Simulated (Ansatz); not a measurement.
Ansatz results at the PBE0-D4/def2-TZVP geometry: LUMO energy (B3LYP/def2-TZVPP) -2.61 eV; size of the dipole moment (B3LYP/def2-TZVPP) 0.00 D; size of the dipole moment (PBE/def2-TZVPP) 0.00 D.

Which molecule gave them?
A. `COB(C)OC`
B. `IB(I)I`
C. `CB(F)O[SiH3]`
D. `Cl[Si](Cl)(Cl)B([Si](Cl)(Cl)Cl)[Si](Cl)(Cl)Cl`

B. The others give `Cl[Si](Cl)(Cl)B([Si](Cl)(Cl)Cl)[Si](Cl)(Cl)Cl`: -4.43, 0.00, 0.00; `CB(F)O[SiH3]`: -0.12, 0.64, 0.61; `COB(C)OC`: 0.61, 1.41, 1.34.

B3LYP here is the variant with VWN-RPA as its local correlation; programs differ in this.
